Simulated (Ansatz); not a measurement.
Name a neutral molecule of C, Si, Sn and H with LUMO energy (ωB97M-V/def2-TZVPP) between 0.90 and 1.20 eV and size of the dipole moment (PBE/def2-TZVPP) between 1.15 and 1.45 D (Ansatz, PBE0-D4/def2-TZVP geometry).

`C[SiH]1[CH2][SnH2]1` (1.02 eV, 1.42 D). Other molecules can fit too; these were computed, each in one conformer that needn't be the lowest.
